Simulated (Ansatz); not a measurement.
Consider the atomization: `CN(C)BO` → B• + 2 C• + 8 H• + N• + O•.

Program: Ansatz. Geometries: PBE0-D4/def2-TZVP. ΔE: electronic, gas phase. CBS: MP2 limit from def2 TZ/QZ plus the TZ coupled-cluster correction, frozen cores. This one scheme is used for every species, atoms too. For atomizations the MP2-based limit and the directly extrapolated one differ by several kJ/mol either way, and by 10 to 25 for some Ge, Se and Sn compounds, so smaller differences from it don't rank the levels. DFT in def2-TZVPP. B3LYP here is the variant with VWN-RPA as its local correlation; programs differ in this. HSE06 is defined as in plane-wave codes. Open shells (•) are unrestricted, without spin–orbit coupling. Spin–orbit coupling would lower the free atoms: a little for B, C, O. One conformer a species, not always the lowest.

```tsv
level	ΔE (eV)	difference from CCSD(T)/CBS
BLYP-D4	53.18	0.19
B97M-V	53.08	0.09
PBE0-D4	53.24	0.25
B3LYP-D4	53.26	0.27
r2SCAN0-D4	52.42	-0.57
HSE06-D4	53.29	0.30
ωB97X-V	53.15	0.16
PBE-QIDH	52.77	-0.22
PBE	53.94	0.95
r2SCANh	52.78	-0.21
r2SCAN0	52.36	-0.63
CCSD(T)/def2-SVP	50.65	-2.34
MP2/def2-QZVPP	53.25	0.26
SCS-MP2/def2-QZVPP	53.23	0.24
HF/CBS(def2)	39.13	-13.86
CCSD/CBS(def2)	52.29	-0.70
CCSD(T)/CBS	52.99	0
```

(1) What do rigid-rotor, harmonic-oscillator terms from PBE0-D4/def2-TZVP frequencies (298.15 K, 1 bar) make of the CCSD(T)/CBS value? (An estimate is asked.)

Largest T1 diagnostic among the species: 0.014.

## Answers

(1) Computed: ΔZPE = -3.03 eV, ΔH = +50.59 eV, ΔS = 1380 J/(mol·K), ΔG = +46.32 eV. Open shells count their whole term as degenerate.

In def2-TZVPP, CCSD(T) changes the Hartree–Fock value by +12.66 eV (the triples alone add +0.69 eV) and MP2 by +13.44 eV; breaking electron pairs costs correlation energy, which Hartree–Fock lacks. The D4 term adds +0.35 eV with B3LYP and +0.19 eV with PBE0; it sums over pairs of atoms, weighted by their polarisabilities, and B3LYP, whose exchange is more repulsive, gets the larger term. From BLYP to BHLYP (50 % exact exchange), in def2-TZVPP and without D4, ΔE moves by −1.15 eV: exact exchange takes away binding that semilocal exchange gives to molecules.
